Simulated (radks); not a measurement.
The iodine anion I-, [Xe], held by a Watson sphere: a shell of charge +1 at radius R that stands for the Madelung well of a crystal (potential energy -1/R inside, -1/r outside, in hartree with lengths in bohr). Method: scalar-relativistic Kohn-Sham, LDA (Slater exchange, VWN5 correlation), spin-unpolarised, spherical densities, finite nucleus; Fermi nuclear charge, rms radius of each element as measured or else 0.836 A^(1/3) + 0.57 fm; computed with a radial shooting solver on a logarithmic mesh with Libxc functionals. Response by self-consistent Sternheimer equations with the Hartree and adiabatic LDA kernel, the relativistic mass of each level held fixed and spin-orbit coupling left out. The sphere does not respond.

R (bohr)  e(4d) (eV)  e(5s) (eV)  e(5p) (eV)  <r> 5p (bohr)  sum of <r^2> (bohr^2)  X-ray form factor at sin(theta)/lambda = 0.3 1/angstrom  alpha (bohr^3)
2.48         -49.701     -17.978      -7.781          2.473                  68.74                                                   36.596           36.04
2.5          -49.678     -17.950      -7.764          2.476                  68.84                                                   36.597           36.22
2.51         -49.667     -17.936      -7.755          2.477                  68.89                                                   36.597           36.31
4.89         -47.629     -15.349      -5.437          2.658                  76.66                                                   36.652           60.69
5.77         -47.004     -14.689      -4.769          2.679                  77.79                                                   36.654           67.61
